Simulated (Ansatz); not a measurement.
One geometry of B₇N₇, several levels of theory.

```yaml
crystal:
  periodic: [false, false, false]
  atoms:
    - {symbol: B, position_ang: [2.131957, -1.737573, -0.672792]}
    - {symbol: B, position_ang: [-0.912477, 2.427615, 0.895826]}
    - {symbol: B, position_ang: [1.483391, 2.438573, 0.848578]}
    - {symbol: B, position_ang: [2.815325, 0.552143, 0.139063]}
    - {symbol: B, position_ang: [-1.637332, -2.454999, -0.851140]}
    - {symbol: B, position_ang: [0.853071, -2.658346, -0.977787]}
    - {symbol: B, position_ang: [-2.771090, -0.456323, -0.105564]}
    - {symbol: N, position_ang: [0.314121, 2.989540, 1.072517]}
    - {symbol: N, position_ang: [-0.397976, -2.968548, -1.063017]}
    - {symbol: N, position_ang: [2.626142, 1.768698, 0.582265]}
    - {symbol: N, position_ang: [-2.690238, -1.744674, -0.572247]}
    - {symbol: N, position_ang: [2.847775, -0.716916, -0.319706]}
    - {symbol: N, position_ang: [-2.042159, 1.820337, 0.700729]}
    - {symbol: N, position_ang: [-2.620510, 0.740474, 0.323254]}
basis:
  gaussian: {orbitals: def2-TZVP, initial_orbitals: start.molden}
hamiltonian: {xc: pbe0, dispersion: d4}
scf: {omitted_lower_state_checks: [starts]}
output: {orbitals: {seedname: orbitals}}
```

The file start.molden holds the orbitals of an earlier run on this structure, at another level or in another basis.

```sh
$ ansatz run in.yaml --threads 4 --pin off --events-out ev --progress --plain --max-ram 6963MiB
```

It prints (some lines left out):

```
Functional definition: PBE0
2268 factors; their error is unknown
mean field evaluation 1: about -15145.9573 eV, gradient 2.0e2 eV
mean field evaluation 2: about -15153.9915 eV, gradient 7.5e0 eV
mean field evaluation 4: about -15154.2133 eV, gradient 4.6e-1 eV
mean field evaluation 8: about -15154.2170 eV, gradient 1.5e-5 eV
mean field -15154.21702080 eV, -556.9072036171 hartree, gradient 1.5e-5 eV, S^2 0.000000; 0 other end points of the search recorded, 0 dependent functions left out
reference -15154.21707105 eV, -556.9072054638 hartree; 42, 42 occupied and 392, 392 virtual orbitals, 2268 factors
Total energy: -15154.67407538 eV, -556.9240000632 hartree
Checks for a lower state left out: starts
```

It took 16 s on 4 threads of Intel Xeon Platinum 8488C on a shared host, peak host memory 1.8 GiB.

First input, but with `hamiltonian: {xc: pbe, dispersion: d4}`, `output: {forces: true, orbitals: {seedname: orbitals}}` (abridged; 6.5 s):

```
Functional definition: PBE
mean field -15154.43661744 eV, -556.9152736448 hartree, gradient 1.7e-5 eV, S^2 0.000000
Total energy: -15154.96231426 eV, -556.9345926468 hartree
Atom 0 force    -0.098428     0.108459     0.041241 eV/Å
Atom 1 force    -0.135604    -0.265032    -0.092685 eV/Å
Atom 2 force    -0.077331    -0.068859    -0.023270 eV/Å
Atom 3 force    -0.131574     0.013119     0.007637 eV/Å
Atom 4 force     0.009905     0.151689     0.054457 eV/Å
Atom 5 force    -0.090898     0.143250     0.053599 eV/Å
Atom 6 force     0.208071     0.314673     0.109426 eV/Å
Atom 7 force     0.038397    -0.069313    -0.025934 eV/Å
Atom 8 force     0.191019     0.093551     0.029786 eV/Å
Atom 9 force    -0.051600    -0.081199    -0.028164 eV/Å
Atom 10 force     0.113262    -0.037861    -0.016242 eV/Å
Atom 11 force    -0.132425    -0.134585    -0.045775 eV/Å
Atom 12 force     0.271085     0.293795     0.100214 eV/Å
Atom 13 force    -0.113878    -0.461688    -0.164290 eV/Å
Dipole moment:     0.819815    -0.713592    -0.275123 e Å
Checks for a lower state left out: starts
```

First input, but with `hamiltonian: {xc: r2scan, dispersion: d4}` (abridged; 8 s):

```
Functional definition: r2SCAN
mean field -15164.65101147 eV, -557.2906457021 hartree, gradient 1.6e-5 eV, S^2 0.000000
Total energy: -15164.80501423 eV, -557.2963051991 hartree
Checks for a lower state left out: starts
```

Geometry: PBE-D4/def2-SVP.

Another isomer (singlet) lies 6.82 eV lower at PBE0-D4/def2-TZVP; other spin states weren't run for this one.
